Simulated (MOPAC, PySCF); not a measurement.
H4AlClN2, SMILES `[NH2][Al]([NH2])[Cl]`, neutral singlet in the gas phase. 

Cartesian coordinates (Å):
```xyz
8

N      1.5007    -0.4253    -0.2762
Al     0.0222     0.4968    -0.0319
N     -1.5311    -0.2512     0.3197
Cl     0.1160     2.5902    -0.1666
H      2.3955    -0.0086    -0.4780
H      1.5849    -1.4283    -0.2375
H     -1.7043    -1.2395     0.4090
H     -2.3841     0.2658     0.4615
```
Charge 0, multiplicity 1.

All levels are single points at this geometry (r2SCAN-D4/def2-TZVP); Pople sets use spherical d functions. Orbital energies aren't observables, and empty levels follow the basis.

```csv
level,HOMO (eV),LUMO (eV),gap (eV),dipole (D),"vertical IE, Delta-SCF (eV)"
r2SCAN-D4/def2-TZVP in PySCF,-6.12,-0.36,5.76,2.52,–
B3LYP/3-21G in PySCF,-6.29,0.15,6.44,3.76,–
B3LYP/6-311+G** in PySCF,-7.12,-0.92,6.21,2.63,–
B3LYP/LANL2DZ in PySCF,-6.86,-0.05,6.81,3.38,–
M06-2X/6-31G* in PySCF,-8.37,0.84,9.20,2.97,–
HF/3-21G in PySCF,-10.43,3.50,13.93,3.82,–
HF/STO-3G in PySCF,-8.05,9.79,17.84,3.43,–
AM1 in MOPAC,-9.58,0.27,9.84,2.79,–
PM3 in MOPAC,-9.10,-1.31,7.79,4.47,–
```
